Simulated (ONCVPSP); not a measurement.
# Ranking ONCV potentials for nitrogen

All share these settings but for the change named:

N (Z = 7), optimised norm-conserving Vanderbilt (ONCV), made with ONCVPSP 4.0.1 (LDA (Perdew-Wang 92), scalar-relativistic). Core [He], reference 2s2 2p2.75 (charge +0.25). Waves: 2s: rc 0.75 bohr, ncon 5, nbas 8, qcut 8.9 1/bohr, local; 2p: rc 1.30 bohr, ncon 4, nbas 8, qcut 12.8 1/bohr, 2 projectors, debl 1.9 Ha. Local part: the s channel. Core correction: polynomial model core, fcfact 0.35.

Test errors are all-electron minus pseudo excitation energies from the reference, over 2s2 2p3; 2s2 2p2; 2s2 2p1; 2s1 2p3. None of these files shows a bound ghost.

The base gives 32.9 meV.

Of 8 variants that were run, those that failed, showed a ghost or another fault, or gave nearly equal values are left out.

A variant can come out equal or close to the base, since the largest error may sit in a test that the change hardly touches while other tests move.

(1) Rank these variants by their largest absolute test error, smallest first.
A. core correction polynomial model core, fcfact 0.82
B. s: qcut 13.1
C. s: ncon 3, nbas 6
D. p: rc 1.1

Results:

(1) D (18.1 meV), C (26.6 meV), A (32.1 meV), B (37.0 meV).
